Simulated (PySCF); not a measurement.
Deuteron quadrupole couplings in `C=C[P@]1(=O)C=C1OC`

Species: C5H7O2P.
Numbering: `[CH2:1]=[CH:2][P@:3]1(=[O:4])[CH:5]=[C:6]1[O:7][CH3:8]` (hydrogens: H9, H10 on C1; H11 on C2; H12 on C5; H13, H14, H15 on C8)

Cartesian coordinates in Å at the GFN2-xTB level; atoms count from 1:
```
atom  x, y, z in Å
C1     2.769    0.409    0.886
C2     1.837   -0.057    0.072
P3     0.393   -0.860    0.779
O4     0.334   -0.966    2.242
C5    -0.451   -1.931   -0.402
C6    -1.040   -0.725   -0.306
O7    -2.086   -0.064   -0.762
C8    -2.290    1.220   -0.197
H9     3.660    0.903    0.532
H10    2.653    0.298    1.953
H11    1.876    0.006   -1.004
H12   -0.608   -2.871   -0.888
H13   -2.921    1.774   -0.890
H14   -1.338    1.741   -0.058
H15   -2.793    1.131    0.769
```

Level: PBE0/pcSseg-1 (PySCF, non-relativistic); Q(2H) = 0.00286 b; rigid geometry, the same for H and D, with no vibrational averaging.

**Question.** Rank these positions by the coupling χzz of a deuteron there, largest first.
A. H12 (vinylic hydrogen)
B. H14 (methyl hydrogen)
C. H11 (vinylic hydrogen)
D. H13 (methyl hydrogen)
E. H10 (vinylic hydrogen)

**Answer.** A (240 kHz), C (223 kHz), E (217 kHz), D (204 kHz), B (195 kHz).

**Question.** Give the electric field gradient Vzz (the principal value of largest size), its asymmetry and the 2H coupling at each hydrogen.

**Answer.** 
| atom | bonded to | bond length (Å) | Vzz (au) | η | χzz (kHz) |
| --- | --- | --- | --- | --- | --- |
| H9 | C1 | 1.078 | 0.3327 | 0.02 | 224 |
| H10 | C1 | 1.078 | 0.3224 | 0.03 | 217 |
| H11 | C2 | 1.078 | 0.3318 | 0.05 | 223 |
| H12 | C5 | 1.069 | 0.3574 | 0.02 | 240 |
| H13 | C8 | 1.089 | 0.3029 | 0.08 | 204 |
| H14 | C8 | 1.094 | 0.2895 | 0.10 | 195 |
| H15 | C8 | 1.094 | 0.2916 | 0.09 | 196 |

**Question.** A static deuteron (I = 1) shows a doublet split by (3/2)χ, (3/4)χ(1 + η) and (3/4)χ(1 − η) with the field along z, y and x of the gradient. What are these for H11?

**Answer.** With |χ| = 223.0 kHz and η = 0.052: 334, 176 and 158 kHz, to first order and without motion.

One conformer (not necessarily the lowest) at the GFN2-xTB geometry, without solvent, vibrations or thermal averaging. GFN2-xTB bond lengths can be off by several hundredths of an ångström, more for odd bonds, and the gradients follow them. The small basis limits the accuracy of the gradients.
